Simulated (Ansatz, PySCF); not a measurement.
Conformers of CH4FGaO (SMILES C[O][GaH][F]), B3LYP-D3(BJ)/def2-TZVP minima from an xTB search, which can miss the lowest.
Conformer 1 (charge 0, multiplicity 1):
```xyz
8

C     -1.2302    -0.2035     0.1281
O      0.0419    -0.8351     0.0464
Ga     1.5757     0.0310    -0.1502
F      1.3825     1.7868    -0.2372
H     -1.6997    -0.4650     1.0799
H     -1.1664     0.8853     0.0574
H     -1.8650    -0.5698    -0.6827
H      2.9611    -0.6297    -0.2417
```

Cores are frozen in the correlated methods. Filled d and f shells under p-block atoms count as core. CBS: X⁻³ extrapolation of the correlation energy, Hartree–Fock from the larger set. MP2 and its Hartree–Fock in cc-pVQZ are density fitted. Rows in 6-31G* carry no dispersion term and start afresh at each structure (6-31G* with six Cartesian d functions); the Pople sets are all-electron and without relativity.

The values were computed with Ansatz (Gaussian orbitals); PySCF for 6-31G* rows. Values without a source in brackets are computed.

Electronic energies of 2 conformers above conformer 1 (kcal/mol):

```
level                                         conformer 1  conformer 2
--------------------------------------------  -----------  -----------
PBE/def2-TZVPP                                       0.00         1.61
B3LYP/6-31G*                                         0.00         1.56
wB97M-V/def2-TZVPP                                   0.00         1.77
MP2/CBS(cc-pVTZ, cc-pVQZ) + ΔCCSD(T)/cc-pVTZ         0.00         1.47
```

Task: Give Boltzmann populations at 298.15 K for each level, counting each conformer once and leaving out zero-point, thermal and symmetry terms.

Result: 
Weights exp(−E/RT) with RT = 0.5925 kcal/mol, divided by their sum:
- PBE/def2-TZVPP: 94 %, 6 %
- B3LYP/6-31G*: 93 %, 7 %
- wB97M-V/def2-TZVPP: 95 %, 5 %
- MP2/CBS(cc-pVTZ, cc-pVQZ) + ΔCCSD(T)/cc-pVTZ: 92 %, 8 %
The share of conformer 1 runs from 92 to 95 % over these levels.

Ansatz is a quantum-chemistry and plane-wave program.
